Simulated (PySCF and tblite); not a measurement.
C7H10N2, numbered as in [H]/[N:6]=[CH:5]\[C:4](=[CH:3]\[C:2]#[CH:1])[N:7]([CH3:8])[CH3:9].

Geometries GFN2-xTB; weights from PBE0-D3(BJ)/def2-SVP energies and GFN2-xTB thermal corrections, with symmetry numbers and mirror pairs. Conformers within 3 kcal/mol (GFN2-xTB free energy) were kept, 10 at most. GIAO shieldings: B97-2/6-31G*. Shifts are against NH3 (¹⁵N) at the same level. (PySCF 2.14, tblite 0.8.)

Torsions listed: N7–C4–C5–N6, C3–C4–N7–C8. Of a mirror pair one member is shown.

```
conformer      shape   symmetry  E(GFN2) kcal/mol  E(DFT) kcal/mol
        1   23°, 11°  C1 (pair)              0.31             0.00
        2  156°, -8°  C1 (pair)              0.00             0.84
```

How much do the weights at 298.15 K and the averaged shift of N7 depend on how the conformers are weighted?


```
                                                              weighting  1 (%)  2 (%)  δ (ppm)  rms dipole (D)
DFT energy with thermal terms, symmetry and mirror images (full scheme)     69     31     58.6            2.73
                             DFT energy with symmetry and mirror images     81     19     57.7            2.71
                                                        bare DFT energy     81     19     57.7            2.71
                        GFN2-xTB energy with symmetry and mirror images     37     63     61.0            2.80
                                                   GFN2-xTB free energy     24     76     62.0            2.83
                                                leading conformer alone    100      0     56.2            2.66
                                                          equal weights     50     50     60.0            2.77
```

The largest departure from the full scheme, 3.4 ppm, comes with: GFN2-xTB free energy.

Rotation about the C–N or B–N bond may be slow on the NMR time scale, and the averages treat it as fast. Unscaled ¹⁵N shifts at such levels can be off by tens of ppm; differences between conformers or isomers are more reliable.


¹⁵N shifts are against a computed isolated NH3 molecule, about 20 ppm from the liquid.